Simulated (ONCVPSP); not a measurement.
## hafnium, ONCV: configuration errors across variants

```
Element                 : Hf (Z = 72)
Generator               : ONCVPSP 4.0.1
Type                    : optimised norm-conserving Vanderbilt (ONCV)
Functional              : LDA (Perdew-Zunger)
Relativity              : fully relativistic
Frozen core             : [Kr] 4d10 4f14
Valence charge          : 12
Reference configuration : 5s2 5p6 5d2 6s1.75 6p0.25
Partial waves           : 5s+6s: rc 1.80 bohr, ncon 4, nbas 8, qcut 7.9 1/bohr, 2 projectors; 5p+6p: rc 2.30 bohr, ncon 4, nbas 8, qcut 6.6 1/bohr, 2 projectors; 5d: rc 2.90 bohr, ncon 5, nbas 10, qcut 4.6 1/bohr, 2 projectors, debl 3.5 Ha
Local potential         : polynomial inside 1.20 bohr (lpopt 5, dvloc0 0 Ha)
Core correction         : none
```

Open shells are filled in proportion to 2j + 1.

All-electron excitation energies from the reference (eV): (1) 5s2 5p6 5d2 6s2 6p0 -0.949; (2) 5s2 5p6 5d2 6s1 6p0 7.251; (3) 5s2 5p6 5d2 6s0 6p0 21.752; (4) 5s2 5p6 5d1 6s2 6p0 5.784.

3 further variants failed, have other tests or another functional or relativity, and are left out.

Errors AE − PS in meV (a dash: test not solved or not reliable):

```csv
change,(1),(2),(3),(4),bound ghosts,GHOST(+) flags above zero
base,0.0,+1.7,+9.2,+9.2,none,s
"local potential polynomial inside 1.20 bohr (lpopt 5, dvloc0 -2 Ha)",0.0,+1.7,+9.2,+9.2,none,"s, d3/2"
p: qcut 7,+0.1,+1.7,+9.2,+9.2,none,s
p: qcut 6,0.0,+1.7,+9.2,+9.1,none,s
p: rc 2,0.0,+1.6,+9.1,+8.9,none,s
"core correction Teter function, fcfact 2, rcfact 1.3",0.0,+1.4,+8.0,+7.8,none,s
"local potential polynomial inside 1.50 bohr (lpopt 5, dvloc0 0 Ha)",0.0,+1.7,+9.1,+9.1,none,s
```

Problem. Give the same row for: s: qcut 8.7; p: qcut 7.3; d: qcut 5.1.

Solution. 0.0, +1.8, +11, +4.5; bound ghosts: none; GHOST(+) flags above zero: s.
